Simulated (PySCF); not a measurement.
C4H5, SMILES C#C[CH]C, multiplicity 2. Coordinates come from a B3LYP-D3(BJ)/def2-SVP optimisation.

Calculation: B3LYP-D3(BJ)/def2-SVP run with PySCF.

Harmonic wavenumbers (cm⁻¹): 91, 212, 404, 474, 553, 605, 666, 872, 992, 1086, 1152, 1377, 1388, 1446, 1467, 2021, 3001, 3054, 3129, 3149, 3464. Rotational constants (GHz): 38.61, 4.381, 4.034; symmetry number 1.

Work out the zero-point energy and the ideal-gas rigid-rotor harmonic-oscillator thermochemistry at 298.15 K and 1 atm.

ZPE = ½ Σ hcν = ½ × 30603 cm⁻¹ = 43.75 kcal/mol. H − E(el) = 47.68 kcal/mol. Entropy in cal/(mol K): translation 37.83, rotation 23.67, vibration 9.10, spin 1.38, total 71.98. G − E(el) = 26.22 kcal/mol. Cp = 19.41 cal/(mol K). Modes under 150 cm⁻¹ make the vibrational entropy uncertain.
